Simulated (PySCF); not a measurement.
## SMILES CSc1cc[cH-]c1, [C₆H₇S]-, charge -1

Molfile (atoms numbered from 1):
```
C6H7S
     RDKit          3D

 14 14  0  0  0  0  0  0  0  0999 V2000
    2.7155   -0.1779    0.5193 C   0  0  0  0  0  0  0  0  0  0  0  0
    1.7293   -0.8571   -0.8563 S   0  0  0  0  0  0  0  0  0  0  0  0
    0.1065   -0.3154   -0.4714 C   0  0  0  0  0  0  0  0  0  0  0  0
   -0.8429   -1.0219    0.3114 C   0  0  0  0  0  0  0  0  0  0  0  0
   -2.0074   -0.2410    0.3727 C   0  0  0  0  0  0  0  0  0  0  0  0
   -1.7873    0.9473   -0.3702 C   0  0  0  0  0  0  0  0  0  0  0  0
   -0.4856    0.9032   -0.8928 C   0  0  0  0  0  0  0  0  0  0  0  0
    2.6462    0.9209    0.5415 H   0  0  0  0  0  0  0  0  0  0  0  0
    3.7691   -0.4720    0.3730 H   0  0  0  0  0  0  0  0  0  0  0  0
    2.3596   -0.5736    1.4832 H   0  0  0  0  0  0  0  0  0  0  0  0
   -0.6765   -2.0006    0.7687 H   0  0  0  0  0  0  0  0  0  0  0  0
   -2.9315   -0.5071    0.8956 H   0  0  0  0  0  0  0  0  0  0  0  0
   -2.5120    1.7542   -0.5181 H   0  0  0  0  0  0  0  0  0  0  0  0
    0.0025    1.6552   -1.5181 H   0  0  0  0  0  0  0  0  0  0  0  0
  1  2  1  0
  2  3  1  0
  3  4  1  0
  4  5  2  0
  5  6  1  0
  6  7  1  0
  7  3  2  0
  1  8  1  0
  1  9  1  0
  1 10  1  0
  4 11  1  0
  5 12  1  0
  6 13  1  0
  7 14  1  0
M  CHG  1   6  -1
M  END
```

Computed, not measured: PySCF 2.14.0, quadratic response CAM-B3LYP/aug-cc-pVDZ first hyperpolarisability, Taylor convention, gas phase. Geometry: PBE0-D3(BJ)/def2-SVP.

For a gas-phase anion, states above the detachment energy (about 1.8 eV, taken as minus the energy of the highest occupied orbital) lie in the continuum and depend on the basis.

Task: Give the tensor of the static β(0;0,0) in the axes of these coordinates.

Result: In au, Taylor convention; rows are the first index (the induced dipole):
|  | xx | yy | zz | xy | xz | yz |
| --- | --- | --- | --- | --- | --- | --- |
| x | -1738.6 | -86.9 | -66.6 | +239.6 | -96.1 | +20.9 |
| y | +239.6 | +42.2 | -128.3 | -86.9 | +20.9 | -68.9 |
| z | -96.1 | -68.9 | -150.7 | +20.9 | -66.6 | -128.3 |

Norm of βᵢ = ⅓ Σⱼ (βᵢⱼⱼ + βⱼᵢⱼ + βⱼⱼᵢ): 1924.4 au, hyper-Rayleigh value 775.3 au.
